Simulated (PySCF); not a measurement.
C₅H₄F₂O, SMILES O=C1C=C(F)C[C@H]1F. Atoms are numbered in the order given.

```xyz
12

O     -1.8299     1.3654     0.5472
C     -0.8647     0.7618     0.1578
C      0.5086     1.2652    -0.0748
C      1.2994     0.2054    -0.2946
F      2.5982     0.2450    -0.5293
C      0.6228    -1.1328    -0.2484
C     -0.8582    -0.7397    -0.2141
F     -1.5862    -1.4807     0.6766
H      0.8096     2.3112    -0.0239
H      0.8844    -1.6675     0.6793
H      0.9101    -1.7650    -1.1020
H     -1.3204    -0.8406    -1.2123
```
Charge 0, spin multiplicity 1.

Coordinates come from a ωB97X-D3(BJ)/def2-SVP optimisation. The structure was generated by enumeration; whether it is a known compound was not checked. Other conformers were not sampled.

These are ωB97X-D3(BJ)/def2-SVP in PySCF values and carry that method's errors.

Frequencies are harmonic and unscaled.

Computed harmonic wavenumbers and intensities:
```
mode  ν (cm⁻¹)  IR (km/mol)  moving atoms (share of kinetic energy)
----  --------  -----------  --------------------------------------
1           79          0.9          C 35 %, F 32 %, H 22 %, O 11 %
2          170          6.6                  C 44 %, F 29 %, O 22 %
3          270          2.0                  F 54 %, O 34 %, C 11 %
4          344          7.4                  F 59 %, C 24 %, O 13 %
5          433          5.6          C 40 %, H 26 %, F 24 %, O 10 %
6          496          2.7                  C 52 %, H 29 %, F 18 %
7          533          2.6          C 53 %, H 19 %, O 15 %, F 13 %
8          564         17.0                   C 46 %, F 39 %, H 8 %
9          618          6.9          C 53 %, O 26 %, H 11 %, F 10 %
10         721          6.0            C 60 %, H 24 %, F 8 %, O 8 %
11         834          7.1                          C 53 %, H 39 %
12         887         39.8                          H 59 %, C 40 %
13         932         15.5                          C 64 %, H 29 %
14         976         10.2                          C 55 %, H 41 %
15        1067          9.7                          C 58 %, H 40 %
16        1141         63.0                  H 54 %, C 33 %, F 13 %
17        1164         46.1                          H 60 %, C 36 %
18        1206         29.1                  H 46 %, C 41 %, F 12 %
19        1236          9.5                  C 54 %, H 26 %, F 17 %
20        1279          2.9                          H 56 %, C 39 %
21        1313         32.5                          C 50 %, H 49 %
22        1400         33.1                          C 51 %, H 45 %
23        1424        152.2                          C 68 %, H 27 %
24        1463         12.3                          H 79 %, C 20 %
25        1757        275.2                                  C 94 %
26        1915        289.8                          C 65 %, O 35 %
27        3095         12.8                                  H 92 %
28        3101          3.1                                  H 94 %
29        3165          2.5                          H 90 %, C 10 %
30        3282          4.5                           H 91 %, C 9 %
```
